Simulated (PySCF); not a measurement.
1,3-disilinane (C₄H₁₂Si₂), SMILES C1C[SiH2]C[SiH2]C1.

Coordinates come from a ωB97X-D3(BJ)/def2-SVP optimisation. Other conformers were not sampled.

Computed with SMD-PBE0/def2-SVP run with PySCF.

Solvation free energies are E(SMD) − E(gas) at the gas-phase geometry, for 1 M in both phases. In vacuum the dipole moment is 0.96 D.

```
solvent                ΔG(solv) (kcal/mol)  its non-electrostatic (CDS) part  dipole (D)
---------------------  -------------------  --------------------------------  ----------
water                                  2.2                               4.0        1.42
N,N-dimethylformamide                 -2.1                              -0.4        1.40
dichloromethane                        [?]                               [?]         [?]
```

Some entries are withheld; supply them. (Estimate from the structure and the level; the computed values follow.)


- dichloromethane, ΔG(solv) (kcal/mol): -3.3
- dichloromethane, its non-electrostatic (CDS) part: -1.9
- dichloromethane, dipole (D): 1.32
